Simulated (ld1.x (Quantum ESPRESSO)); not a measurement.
# Building the TM semilocal potential for tantalum (Ta) (PBE, scalar-relativistic).

ld1.x (Quantum ESPRESSO) 7.5 was run on this input:

```
&input
   title='Ta', zed=73., rel=1, dft='PBE', iswitch=3,
   config='[Xe] 4f14 5d3 6s1.5 6p0.5',
   nld=3, rlderiv=2.20, eminld=-7.0, emaxld=5.0, deld=0.02
 /
 &inputp
   pseudotype=1, tm=.true., lloc=1,
   nlcc=.false.,
   file_pseudopw='Ta.pp', file_wfcaegen='ae.wfc', file_wfcncgen='nc.wfc'
 /
3
5S  1  0   2.00   0.00  1.10  1.10  0.0
5D  3  2   3.00   0.00  1.85  1.85  0.0
5P  2  1   6.00   0.00  2.00  2.00  0.0
 &test
   configts(1)='5s2 5p6 5d3 6s1.5 6p0.5'
 /
```

Command:

```bash
ld1.x < Ta.in > Ta.out
```

Output (shortened: banner, matrices, multipoles, cross overlaps and the repeated all-electron block are left out):

```
Program LD1 v.7.5
     --------------------------- All-electron run ----------------------------

     Ta
     scalar relativistic calculation

     atomic number is 73.00
     dft =PBE   lsd =0 sic =0 latt =0  beta=0.20 tr2=1.0E-14
     Exchange-correlation= PBE
                           (   1   4   3   4   0   0   0)
     mesh =1273 r(mesh) = 100.43799 a.u. xmin = -7.00 dx = 0.01250
     1 Ry =  13.60569312 eV, c = 137.03599908

     n l     nl                  e(Ry)          e(Ha)          e(eV)
     1 0     1S 1( 2.00)     -4951.8187     -2475.9093    -67372.9251
     2 0     2S 1( 2.00)      -850.8124      -425.4062    -11575.8928
     2 1     2P 1( 6.00)      -745.5340      -372.7670    -10143.5066
     3 0     3S 1( 2.00)      -194.9514       -97.4757     -2652.4496
     3 1     3P 1( 6.00)      -163.6438       -81.8219     -2226.4878
     4 0     4S 1( 2.00)       -39.7935       -19.8967      -541.4181
     4 1     4P 1( 6.00)       -29.5256       -14.7628      -401.7159
     3 2     3D 1(10.00)      -127.1383       -63.5692     -1729.8049
     5 0     5S 1( 2.00)        -5.4232        -2.7116       -73.7861
     5 1     5P 1( 6.00)        -2.9535        -1.4767       -40.1838
     4 2     4D 1(10.00)       -16.3884        -8.1942      -222.9756
     4 3     4F 1(14.00)        -1.8732        -0.9366       -25.4858
     5 2     5D 1( 3.00)        -0.3134        -0.1567        -4.2641
     6 0     6S 1( 1.50)        -0.4372        -0.2186        -5.9490
     6 1     6P 1( 0.50)        -0.1299        -0.0650        -1.7678

     final scf error:  8.5E-15 reached in  28 iterations

     Etot =  -31208.976481 Ry,  -15604.488240 Ha, -424619.756679 eV

     Ekin =   34296.117785 Ry,   17148.058892 Ha,  466622.453888 eV
     Encl =  -77079.501305 Ry,  -38539.750652 Ha,-1048720.040825 eV
     Eh   =   12204.529524 Ry,    6102.264762 Ha,  166051.083420 eV
     Exc  =    -630.122485 Ry,    -315.061243 Ha,   -8573.253163 eV

     normalization and overlap integrals

     s(1S/1S) =  1.000000  <r> =   0.0187  <r2> =    0.0005  r(max) =   0.0116
     s(2S/2S) =  1.000000  <r> =   0.0789  <r2> =    0.0074  r(max) =   0.0670
     s(2P/2P) =  1.000000  <r> =   0.0706  <r2> =    0.0061  r(max) =   0.0549
     s(3S/3S) =  1.000000  <r> =   0.2048  <r2> =    0.0479  r(max) =   0.1891
     s(3P/3P) =  1.000000  <r> =   0.2049  <r2> =    0.0487  r(max) =   0.1868
     s(4S/4S) =  1.000000  <r> =   0.4587  <r2> =    0.2376  r(max) =   0.4262
     s(4P/4P) =  1.000000  <r> =   0.4877  <r2> =    0.2706  r(max) =   0.4480
     s(3D/3D) =  1.000000  <r> =   0.1856  <r2> =    0.0404  r(max) =   0.1529
     s(5S/5S) =  1.000000  <r> =   1.1001  <r2> =    1.3610  r(max) =   0.9847
     s(5P/5P) =  1.000000  <r> =   1.2936  <r2> =    1.9011  r(max) =   1.1298
     s(4D/4D) =  1.000000  <r> =   0.5231  <r2> =    0.3173  r(max) =   0.4593
     s(4F/4F) =  1.000000  <r> =   0.6394  <r2> =    0.5209  r(max) =   0.4424
     s(5D/5D) =  1.000000  <r> =   2.2181  <r2> =    6.0602  r(max) =   1.5833
     s(6S/6S) =  1.000000  <r> =   3.2623  <r2> =   12.1405  r(max) =   2.7443
     s(6P/6P) =  1.000000  <r> =   4.8442  <r2> =   27.4614  r(max) =   3.7983

     ------------------------ End of All-electron run ------------------------

     --------------------- Generating NC pseudopotential ---------------------

      Generating local pot.: lloc=1, matching radius rcloc =   2.0000

      Wfc   5S  rcut= 1.088  Using Troullier-Martins method

      Wfc   5D  rcut= 1.840  Using Troullier-Martins method

     ------------------- End of pseudopotential generation -------------------

     Computing logarithmic derivative in   2.20518
     Computing logarithmic derivative in   2.20518
     Computing the partial wave expansion
     R is outside the sphere for l=    0 j= 0.00
       no projector for channel:   1
     R is outside the sphere for l=    2 j= 0.00

     ---------------------- Testing the pseudopotential ----------------------

     Ta
     scalar relativistic calculation

     atomic number is 73.00   valence charge is 13.00
     dft =PBE   lsd =0 sic =0 latt =0  beta=0.20 tr2=1.0E-14
     mesh =1273 r(mesh) = 100.43799 xmin = -7.00 dx = 0.01250

     n l     nl             e AE (Ry)        e PS (Ry)    De AE-PS (Ry)
     1 0     5S   1( 2.00)       -5.42318       -5.42328        0.00010
     2 1     5P   1( 6.00)       -2.95346       -2.95346        0.00000
     3 2     5D   1( 3.00)       -0.31341       -0.31340       -0.00000
     2 0     6S   1( 1.50)       -0.43724       -0.44218        0.00493
     3 1     6P   1( 0.50)       -0.12993       -0.13858        0.00865  !

     eps = 7.2E-15  iter = 29

     Etot =  -31208.976481 Ry,  -15604.488240 Ha, -424619.756679 eV
     Etotps =  -116.096426 Ry,     -58.048213 Ha,   -1579.572350 eV

     Ekin =      35.741876 Ry,      17.870938 Ha,     486.292992 eV
     Encl =    -227.337394 Ry,    -113.668697 Ha,   -3093.082817 eV
     Ehrt =      89.727469 Ry,      44.863734 Ha,    1220.804402 eV
     Ecxc =     -12.965318 Ry,      -6.482659 Ha,    -176.402135 eV
     Epseu=      -1.263059 Ry,      -0.631530 Ha,     -17.184793 eV

     ---------------------- End of pseudopotential test ----------------------
```

Generation and configuration tests took about 1.6 s on one core of a shared server CPU.
